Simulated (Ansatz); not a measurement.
`C[SiH](Cl)[SiH2]O` and `O[SiH2][SiH](O)Cl` differ in one atom or group.

Ansatz, PBE0-D4/def2-TZVP geometries, multiplicity 1. Each molecule was computed in one conformer, which needn't be the lowest.

```tsv
property	`C[SiH](Cl)[SiH2]O`
size of the dipole moment (B3LYP/def2-TZVPP) / D	1.38
HOMO–LUMO gap (ωB97M-V/def2-TZVPP) / eV	10.79
LUMO energy (B3LYP/def2-TZVPP) / eV	-0.90
HOMO–LUMO gap (PBE0/def2-TZVPP) / eV	6.98
HOMO energy (ωB97M-V/def2-TZVPP) / eV	-9.75
HOMO energy (PBE/def2-TZVPP) / eV	-6.48
```

Q: What does the change do to each property? (Best estimate.)

A: Computed: 
```json
{"property": "size of the dipole moment (B3LYP/def2-TZVPP) / D", "`O[SiH2][SiH](O)Cl`": "2.29", "shift": "0.91"}
{"property": "HOMO–LUMO gap (ωB97M-V/def2-TZVPP) / eV", "`O[SiH2][SiH](O)Cl`": "10.83", "shift": "0.04"}
{"property": "LUMO energy (B3LYP/def2-TZVPP) / eV", "`O[SiH2][SiH](O)Cl`": "-1.06", "shift": "-0.16"}
{"property": "HOMO–LUMO gap (PBE0/def2-TZVPP) / eV", "`O[SiH2][SiH](O)Cl`": "7.04", "shift": "0.06"}
{"property": "HOMO energy (ωB97M-V/def2-TZVPP) / eV", "`O[SiH2][SiH](O)Cl`": "-9.97", "shift": "-0.22"}
{"property": "HOMO energy (PBE/def2-TZVPP) / eV", "`O[SiH2][SiH](O)Cl`": "-6.65", "shift": "-0.17"}
```

With PBE0 the HOMO falls by 0.20 eV and the LUMO falls by 0.14 eV, so the gap widens by about 0.06 eV. PBE moves the HOMO by -0.17 eV and ωB97M-V by -0.22 eV. Dipoles are sizes alone; their direction can turn.

B3LYP here is the variant with VWN-RPA as its local correlation; programs differ in this.
